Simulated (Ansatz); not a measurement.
Born–Oppenheimer molecular dynamics of CH₂InN (5 atoms, charge 0, multiplicity 1). It starts from a relaxed structure.

Computed with RKS PBE0-D4/def2-SVP in Ansatz 0.2.0.

- ensemble: NVT, Nosé–Hoover chain
- time step: 0.5 fs
- steps asked: 150
- set temperature: 700 K
- thermostat: time constant 100 fs, chain length 3 (defaults)
- seed: 317504

First frame:

```xyz
5
Properties=species:S:1:pos:R:3
N 0.147 -1.925 1.601
C 0.084 -1.037 0.853
In -0.035 0.603 -0.528
H -1.029 0.310 -1.891
H 0.883 1.976 -0.075
```

Q: How far do the bonds stretch over the last three quarters of this one trajectory? (Pairs bonded in most of those frames.)

A: 
```
  bond  mean (Å)  spread (Å)  shortest  longest
 N1–C2     1.163       0.010      1.14     1.18
C2–In3     2.127       0.060      2.04     2.21
In3–H4     1.714       0.038      1.66     1.77
In3–H5     1.715       0.004      1.71     1.72
```

Mean temperature of the second half: 207 K. The conserved energy stayed within 0.06 meV per atom of its start (net change 0.054 meV per atom), so the integration is sound. The mean temperature of the second half is 70 % below the set value. A run of 0.075 ps of so small a system gives no equilibrium averages.

The run took 3.3 min on 1 CPU thread of a shared host.
